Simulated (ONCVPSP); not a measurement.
# Ni (Z = 28), ONCV: configuration errors across variants

nickel, optimised norm-conserving Vanderbilt (ONCV), made with ONCVPSP 4.0.1 (PBEsol, scalar-relativistic). Core [Ne], reference 3s2 3p6 3d8 4s1 (charge +1). Waves: 3s+4s: rc 1.25 bohr, ncon 4, nbas 8, qcut 9.7 1/bohr, 3 projectors, debl 3.7 Ha; 3p: rc 1.20 bohr, ncon 3, nbas 6, qcut 9.4 1/bohr, 2 projectors, debl 1.3 Ha; 3d: rc 1.00 bohr, ncon 4, nbas 9, qcut 17 1/bohr, 2 projectors, debl 2.4 Ha. Local part: polynomial inside 0.95 bohr (lpopt 1, dvloc0 0 Ha). Core correction: Teter function, fcfact 3, rcfact 1.75.

In the p channel the program set the typed energies aside and used -2.954, 0.250 Ha.

All-electron excitation energies from the reference (eV): (1) 3s2 3p6 3d8 4s2 -9.337; (2) 3s2 3p6 3d8 4s0 17.261; (3) 3s2 3p6 3d7 4s0 54.698; (4) 3s2 3p6 3d6 4s0 112.219.

Errors AE − PS in meV (a dash: test not solved or not reliable):

| change | (1) | (2) | (3) | (4) | bound ghosts | GHOST(+) flags above zero |
| --- | --- | --- | --- | --- | --- | --- |
| base | +1.2 | -0.7 | -3.9 | +15 | none | s |
| s: rc 0.94; local potential polynomial inside 0.94 bohr (lpopt 1, dvloc0 0 Ha) | +1.0 | -0.5 | -2.9 | +14 | none | none |
| s: rc 1.04 | +1.1 | -0.5 | -3.2 | +14 | none | none |
| s: rc 1.46 | +1.2 | -0.9 | -4.4 | +16 | none | none |
| s: rc 1.66 | +1.3 | -1.1 | -4.5 | +16 | none | none |
| s: rc 1.74 | +1.3 | -1.1 | -4.8 | +16 | none | none |

(1) Give the same row for: s: rc 1.28.

Results:

(1) +1.2, -0.7, -4.0, +15; bound ghosts: none; GHOST(+) flags above zero: s.
